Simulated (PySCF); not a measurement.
Compound: cyclo-(H2SiO)2.
Cartesian coordinates in Å at the PBE0-D3(BJ)/def2-SVP level; atoms count from 1:
```xyz
8
H4O2Si2 angstrom
Si    -0.0678   -0.7198   -0.9641
H      0.1372   -0.2608   -2.3626
H     -0.3652   -2.1749   -0.9151
O     -1.1691    0.2322   -0.0915
Si     0.0674    0.7181    0.9647
H     -0.1351    0.2732    2.3681
H      0.3656    2.1727    0.9031
O      1.1670   -0.2406    0.0973
```

Computed, not measured: delta-SCF UKS SCAN, pcX-2 on the ionised atom, pcseg-1 elsewhere, spin-free X2C in PySCF 2.14.0. Each binding energy is the total energy of the core-ionised species, with the hole localised on one atom, minus that of the ground state; both are solved self-consistently, so orbital relaxation is included.

One binding energy is withheld.

```json
{"atom(s)": "O4/O8", "bonded to": "2 Si", "level": "O 1s", "binding energy (eV)": "537.95"}
{"atom(s)": "Si1/Si5", "bonded to": "2 O and 2 H", "level": "Si 1s", "binding energy (eV)": "1848.49"}
{"atom(s)": "Si1/Si5", "bonded to": "2 O and 2 H", "level": "Si 2p3/2", "binding energy (eV)": "?"}
```

**Question.** Fill in Si 2p3/2 for Si1/Si5.

**Answer.** 108.48 eV (silicon bonded to 2 O and 2 H), with 2p1/2 at 109.11 eV.

**Question.** Which photon energy gives electrons from Si 1s of Si1/Si5 a kinetic energy of 50 eV, and what is their de Broglie wavelength?

**Answer.** hν = 1848.49 + 50 = 1898.49 eV, recoil neglected; λ = 12.264 Å/√(E/eV) = 1.73 Å.

Atoms equivalent by their bonding share one computed value, that of the first of them. The 2p values aren't plain energy differences: one relaxed spin-free 2p hole is combined with a matrix within the shell (ground-state 2p orbital-energy differences and spin–orbit coupling). 2p3/2, the mean of its two sublevels, lies a third of the splitting below the shell's mean and 2p1/2 two thirds above it; the statistical areas are 2:1. 2p1/2 minus 2p3/2 (ligand field included): Si 0.63 eV. Isolated species at its PBE0-D3(BJ)/def2-SVP geometry (one conformer only).
